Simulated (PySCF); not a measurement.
Compound: C₆H₉BCl₂.
Numbering: `[CH2:1]=[C:2]([Cl:3])/[C:4]([Cl:5])=[CH:6]\[B:7]([CH3:8])[CH3:9]` (hydrogens: H10, H11 on C1; H12 on C6; H13, H14, H15 on C8; H16, H17, H18 on C9)

Level of theory: PySCF 2.14.0, PBE0-D3(BJ)/def2-SVP geometry optimisation, gas phase.

Some entries are withheld. Bonds in one row agree within 0.01 Å.

```csv
coordinate,value
C1=C2,?
C2–Cl3,1.751 Å
C2–C4,?
C4–Cl5,?
C4=C6,1.340 Å
C6–B7,1.578 Å
"B7–C8, B7–C9",?
C1–H10,1.090 Å
C1–H11,1.090 Å
C6–H12,1.097 Å
C8–H13 and 5 like bonds,1.102 Å
C1–C2–Cl3,119.4°
C1–C2–C4,?
Cl3–C2–C4,112.3°
C2–C4–Cl5,114.6°
C2–C4–C6,?
Cl5–C4–C6,121.7°
C4–C6–B7,126.8°
C6–B7–C8,118.2°
C8–B7–C9,?
```

Question: Estimate the withheld lengths and angles.

Answer: 
- C1=C2 = 1.335 Å, drawn double (terminal =CH2 carbon to vinylic C–Cl carbon); 0.12 Å below the sum of covalent radii, 1.46 Å.
- C2–C4 = 1.466 Å, drawn single (both ends vinylic C–Cl carbon); 0.01 Å above the sum of covalent radii, 1.46 Å.
- C4–Cl5 = 1.744 Å, drawn single (vinylic C–Cl carbon to vinyl chlorine); 0.01 Å below the sum of covalent radii, 1.75 Å.
- B7–C8, B7–C9 = 1.579 Å, drawn single (three-coordinate boron to sp3 carbon bound to boron); 0.02 Å below the sum of covalent radii, 1.60 Å.
- C1–C2–C4 = 128.3°, at the vinylic C–Cl carbon; the outer atoms are 2.522 Å apart.
- C2–C4–C6 = 123.7°, at the vinylic C–Cl carbon; the outer atoms are 2.475 Å apart.
- C8–B7–C9 = 120.2°, at the three-coordinate boron; the outer atoms are 2.739 Å apart.

Radii are Cordero's, carbon taken as 0.76, 0.73 or 0.69 Å for four, three, and two or fewer neighbours.

PBE0-D3(BJ)/def2-SVP frequencies: not computed here. One conformer, not necessarily the lowest (C1–C2–C4–Cl5 0°).

On one thread, Arm Neoverse V1 (aarch64), shared host with 32 logical CPUs at a one-minute load of 13, this took 3.2 min of wall time and 0.95 GiB of memory at its peak. This is the geometry optimisation.
